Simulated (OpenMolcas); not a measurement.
## P3+: effect of the active space

```json
{
 "Program": "OpenMolcas",
 "Method": "MS-CASPT2 or its RAS form, IPEA 0.25 Eh, imaginary shift 0.1 Eh",
 "Basis": "ANO-RCC-VQZP",
 "Scalar Hamiltonian": "DKH2, point nucleus",
 "Spin-orbit coupling": "state interaction with AMFI integrals over the reference wave functions, term energies averaged over their components"
}
```

A. 2 electrons in 4 orbitals (3s 3p); 2S+1 = 3 even, 3 roots; 2S+1 = 1 even, 7 roots; 2S+1 = 3 odd, 3 roots; 2S+1 = 1 odd, 3 roots; closed shells correlated: 2s 2p; CASPT2 step roughly 2 core-seconds
B. 2 electrons in 8 orbitals (3s 3p 4s 4p); 2S+1 = 3 even, 3 roots; 2S+1 = 1 even, 7 roots; 2S+1 = 3 odd, 3 roots; 2S+1 = 1 odd, 3 roots; closed shells correlated: 2s 2p; CASPT2 step about 5 core-seconds
C. 2 electrons in 9 orbitals (RAS2 3s 3p; RAS3 3d, at most 2 electrons); 2S+1 = 3 even, 3 roots; 2S+1 = 1 even, 7 roots; 2S+1 = 3 odd, 3 roots; 2S+1 = 1 odd, 3 roots; closed shells correlated: 2s 2p; CASPT2 step roughly 5 core-seconds

Energies in cm-1 above 3s2 1S0, the measured ground level; measured values from Martin, Zalubas and Musgrove, J. Phys. Chem. Ref. Data 14, 751 (1985).

```
      Level       A       B       C  Measured
    3s2 1S0     0.0     0.0     0.0       0.0
3s 3p 3P* 0   67538   67547   67330     67918
3s 3p 3P* 1   67735   67745   67526     68146
3s 3p 3P* 2   68136   68146   67925     68615
3s 3p 1P* 1  107585  107273  105860          
    3p2 3P0  165446  165337  164965    164941
    3p2 3P1  165650  165541  165168    165185
    3p2 3P2  165924  166017  165561    165654
    3p2 1D2  166686  165055  158001    158142
```

Deviations, from unrounded energies. A percentage is the sum of absolute deviations over the sum of measured energies, with the sign that they share, or ± where signs differ.

| Against measurement | Levels | A | B | C |
| --- | --- | --- | --- | --- |
| mean absolute deviation (cm-1) | 7 | 1600 | 1300 | 310 |
| other configurations (%) | 7 | ±1.3 | ±1.1 | ±0.3 |

C lies closest to measurement on these levels and A furthest from it. The largest miss of C in the table is 3s 3p 3P* 2, by -690 cm-1. The ranking rests on the paired levels alone, and a cruder setting can come out closer through cancelling errors.

Among A to C the level of the table that moves most is 3p2 1D2, by 8700 cm-1 (lowest in C, highest in A).

Over all roots computed the reference weight is 0.92 to 0.99 in A, 0.90 to 1.00 in B; the roots of lowest weight are the least certain, and an intruder state may touch them. Some levels mix across a computed gap that differs much from the measured one, so their mixing is not that of the real levels (holds for A; B). The ¹D term of p² mixes with s d, which this space lacks (holds for A; B). Active for correlation alone: 4p 4s; no level in the range computed is led by a configuration that fills them, so any true level of that kind is missing (holds for B). Active for correlation alone: 3d; no level in the range computed is led by a configuration that fills it, so any true level of that kind is missing (holds for C). Some terms mix strongly with configurations of 3d, whose occupation reaches 0.27 (3p2 1D) (holds for C). Measured partners are found by configuration, term and J. A level has none where our copy of the source lacks it or the pairing is in doubt (some pairs that miss far off the trend of their configuration count as doubtful), and it then counts in no deviation. Levels of configurations outside the active space are missing. Levels that lie high or do not pair safely by name in every column are left out.

* marks odd parity.
